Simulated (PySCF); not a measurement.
**Electronic absorption of C6H13N**

Species: C6H13N.
SMILES: `CNC1CCCC1`

Method used: TDDFT PBE0/def2-SVPD, vertical, gas phase, core orbitals frozen in the response in PySCF. The structure is a single PBE0-D3(BJ)/def2-SVP conformer in the gas phase; no vibrational or solvent corrections.

```
state  E (eV)  E (hartree)       f  main configurations (H = HOMO, L = LUMO)
   S1    5.93       0.2179  0.0064                    H→L (79%), H→L+1 (18%)
   S2    6.50       0.2388  0.0052                    H→L+1 (69%), H→L (20%)
   S3    6.69       0.2458   0.015                               H→L+2 (82%)
   S4    6.79       0.2495   0.062                               H→L+3 (87%)
   S5    7.39       0.2716   0.012                               H→L+4 (89%)
   S6    7.57       0.2780  0.0056                               H→L+5 (91%)
```

The lowest singlet comes at 209 nm (572 kJ/mol) in the ultraviolet; it is weak; its leading configuration is HOMO→LUMO (79%). The strongest level in the table is S4 at 6.79 eV (183 nm, f = 0.062). Löwdin shares by element: HOMO nitrogen 58%, carbon 20% or more, hydrogen 5% or more (atoms not listed hold the other 17%); LUMO carbon 26% or more, hydrogen 8% or more (atoms not listed hold the other 66%). The oscillator strengths of these states sum to 0.107; summed over the whole spectrum of an exact calculation they would give the number of electrons, 56 (Thomas–Reiche–Kuhn). Weighted by f, the mean energy of these states is 6.82 eV. Orbital energies (eV): HOMO-3 -9.18, HOMO-2 -9.00, HOMO-1 -8.71, HOMO -6.38, LUMO 0.75, LUMO+1 1.11, LUMO+2 1.42. The window holds the lowest 6 singlets.
